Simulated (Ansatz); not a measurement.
Cartesian coordinates in Å:
```
B 0.571 -1.022 1.014
O 0.026 -0.014 -0.198
Si -1.568 -0.378 -0.607
Si 1.048 1.317 -0.368
H 1.244 -0.282 1.698
H -0.456 -1.382 1.549
H 1.181 -1.887 0.440
H -1.864 0.450 -1.802
H -2.456 -0.002 0.513
H -1.631 -1.817 -0.923
H 0.920 2.184 0.820
H 0.566 2.025 -1.580
H 2.419 0.808 -0.556
```

Total charge 0; spin multiplicity 1.

Q: List the B3LYP/def2-TZVPP orbital energies in eV (Ansatz 0.2.0). (Estimate.)

A: Computed: Occupied: -1800.27, -1800.26, -522.24, -182.66, -144.71, -144.71, -100.09, -100.09, -100.00, -100.00, -99.99, -99.99, -28.88, -17.08, -15.49, -14.26, -12.69, -12.52, -11.10, -10.24, -10.14, -9.97, -9.50, -8.29, -8.04. Lowest empty: -1.03, 0.36, 0.41, 0.59, 1.08, 1.28, 1.65, 1.78.

B3LYP here is the variant with VWN-RPA as its local correlation; programs differ in this.
